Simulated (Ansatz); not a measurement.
One change: `C/C=N\[SiH3]` becomes `[SiH3]/N=C/Cl`.

Ansatz, PBE0-D4/def2-TZVP geometries, multiplicity 1. 

| property | `C/C=N\[SiH3]` |
| --- | --- |
| size of the dipole moment (B3LYP/def2-TZVPP) / D | 2.18 |
| HOMO energy (PBE/def2-TZVPP) / eV | -5.54 |
| HOMO–LUMO gap (PBE/def2-TZVPP) / eV | 3.82 |
| HOMO–LUMO gap (PBE0/def2-TZVPP) / eV | 6.28 |
| LUMO energy (PBE0/def2-TZVPP) / eV | -0.63 |
| HOMO energy (B3LYP/def2-TZVPP) / eV | -6.69 |

What does the change do to each property? (An estimate is asked.)

Ansatz gave: 
| property | `[SiH3]/N=C/Cl` | shift |
| --- | --- | --- |
| size of the dipole moment (B3LYP/def2-TZVPP) / D | 1.83 | -0.35 |
| HOMO energy (PBE/def2-TZVPP) / eV | -6.60 | -1.06 |
| HOMO–LUMO gap (PBE/def2-TZVPP) / eV | 4.39 | 0.57 |
| HOMO–LUMO gap (PBE0/def2-TZVPP) / eV | 6.82 | 0.54 |
| LUMO energy (PBE0/def2-TZVPP) / eV | -1.17 | -0.54 |
| HOMO energy (B3LYP/def2-TZVPP) / eV | -7.76 | -1.07 |

With PBE0 the HOMO falls by 1.08 eV and the LUMO falls by 0.54 eV, so the gap widens by about 0.54 eV. PBE moves the HOMO by -1.06 eV and ωB97M-V by -1.04 eV. The zero-point energy changes by -97.0 kJ/mol with -9 modes. Dipoles are sizes alone; their direction can turn.

B3LYP here is the variant with VWN-RPA as its local correlation; programs differ in this.
